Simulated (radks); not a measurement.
Ta IV, 70 electrons, occupied as [Xe] 4f14 5d2. Calculated with a radial shooting solver on a logarithmic mesh with Libxc functionals: scalar-relativistic Kohn-Sham, PBE, spin-polarised, spherical densities, finite nucleus; open shells are filled with parallel spins first (spin-orbit coupling, left out, can overturn this in heavy ions); Fermi nuclear charge, rms radius 5.3507 fm.

Radial electron density D(r) = 4 pi r^2 rho(r):

```
   r/bohr * D(r) (the largest magnitude, 133, reaches the edge; | marks zero)
 0.001689 |      *
 0.001966 |       *
 0.002271 |         *
 0.002644 |           *
 0.003078 |              *
 0.003555 |                 *
 0.004138 |                    *
 0.004817 |                       *
 0.005564 |                           *
 0.006477 |                               *
  0.00754 |                                  *
 0.008708 |                                     *
  0.01014 |                                       *
   0.0118 |                                        *
  0.01363 |                                        *
  0.01587 |                                       *
  0.01847 |                                     *
  0.02133 |                                    *
  0.02483 |                                   *
  0.02891 |                                     *
  0.03339 |                                        *
  0.03887 |                                             *
  0.04525 |                                                  *
  0.05226 |                                                      *
  0.06084 |                                                      *
  0.07083 |                                                   *
   0.0818 |                                              *
  0.09523 |                                          *
   0.1109 |                                          *
    0.128 |                                             *
    0.149 |                                                 *
   0.1735 |                                                *
   0.2004 |                                           *
   0.2333 |                                 *
   0.2716 |                          *
   0.3136 |                        *
   0.3651 |                           *
   0.4251 |                             *
   0.4909 |                           *
   0.5715 |                     *
   0.6653 |               *
   0.7684 |          *
   0.8945 |       *
    1.041 |      *
    1.203 |    *
      1.4 |   *
     1.63 | *
    1.882 |*
    2.191 |*
    2.551 *
    2.946 *
     3.43 *
    3.993 *
    4.611 *
    5.368 *
    6.249 *
```

D(r) has 4 maxima, at r = 0.0127, 0.0575, 0.160, 0.428 bohr, and minima at 0.0242, 0.104, 0.301 bohr, inside which lie 1.90, 11.09, 29.81 electrons.
